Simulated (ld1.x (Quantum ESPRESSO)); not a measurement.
Results of a calculation; reference values are marked as such.
Potentials for carbon (C) compared

Generated with ld1.x 7.5 (TM, RRKJ, ultrasoft, PAW), atompaw 4.2 or ONCVPSP 4.0.1. The cutoff is in Ry: for ld1.x and atompaw files where the sum of valence levels is converged to 10 mRy in a Bessel basis, for ONCV files where the hardest occupied wave has 1 mHa per electron of residual kinetic energy. The error is the largest all-electron minus pseudo excitation energy over each file’s own four to seven test configurations (ionisations up to +4, promotions, holes and added fractions of an electron), all of which were solved. The labels leave out finer settings (local radius, basis sizes, second energies), which also bear on the numbers. Spin-polarised tests are not counted. The rows are a selection from randomly drawn settings: files with unsolved tests, undetermined cutoffs or missed reference levels are left out.

```csv
potential,cutoff (Ry),largest error (meV),bound ghosts
"RRKJ, revPBE, scalar-relativistic, rc 1.30/1.50/1.40 (spd), local s, core correction no, reference 2s2 2p2",40,+317,none
"PAW, LDA (PZ), scalar-relativistic, rc 0.90/2.45 (sp), local smoothed, core correction yes, reference 2s2 2p1",40,-15,none
"TM, LDA (PZ), scalar-relativistic, rc 1.25/1.75/1.75 (spd), local smoothed, core correction yes, reference 2s2 2p2",35,+337,none
"TM, PBEsol, scalar-relativistic, rc 1.05/2.15 (sp), local p, core correction yes, reference 2s2 2p1",40,+376,none
"PAW, Wu–Cohen, non-relativistic, rc 0.95/2.25 (sp), local smoothed, core correction yes, reference 2s1 2p3",30,-13,none
```

**Question.** Fill in the row for C: RRKJ, PBEsol, non-relativistic, rc 1.00/1.50 (sp), local smoothed, core correction no, reference 2s2 2p1.

**Answer.** cutoff 50 Ry, largest error +239 meV, bound ghosts: none.

**Question.** Fill in the row for C: RRKJ, PBE, non-relativistic, rc 0.90/2.25/1.85 (spd), local d, core correction yes, reference 2s2 2p1.5.

**Answer.** cutoff 90 Ry, largest error +888 meV, bound ghosts: none.

**Question.** Fill in the row for C: RRKJ, PBE, scalar-relativistic, rc 1.15/1.20/1.15 (spd), local d, core correction no, reference 2s1 2p0.

**Answer.** cutoff 50 Ry, largest error +895 meV, bound ghosts: none.
